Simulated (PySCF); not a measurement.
C₄H₇Cl. Atoms are numbered in the order given.

```xyz
12

C      1.6475     0.4972     0.0000
C      0.1663     0.2510     0.0000
Cl    -0.2264    -1.4835     0.0000
C     -0.7685     1.1421    -0.7532
C     -0.7685     1.1421     0.7532
H      2.1162     0.0561    -0.8923
H      1.8503     1.5789     0.0000
H      2.1162     0.0561     0.8923
H     -1.6135     0.6716    -1.2607
H     -0.3341     1.9960    -1.2814
H     -1.6135     0.6716     1.2607
H     -0.3341     1.9960     1.2814
```
Charge 0, spin multiplicity 1.

Geometry: PBE0-D3(BJ)/def2-SVP.

Method: PBE0/pcSseg-1 run with PySCF.

GIAO shieldings, no solvent; atoms listed in one row are averaged. δ = σ(ref) − σ: ¹³C against TMS (σ = 186.3 ppm); ³⁵Cl against HCl (σ = 945.9 ppm); ¹H against TMS (σ = 31.56 ppm), references at their B3LYP-D3(BJ)/def2-TZVP geometries, non-relativistic (without spin–orbit terms, shifts of atoms bonded to Cl or Br come out too high).

```tsv
nucleus	atoms	count	δ (ppm)
¹³C	C2	1	45.8
¹³C	C1	1	31.1
¹³C	C4, C5	2	20.7
³⁵Cl	Cl3	1	200.7
¹H	H6, H7, H8	3	1.78
¹H	H9, H11	2	1.26
¹H	H12, H10	2	0.93
```
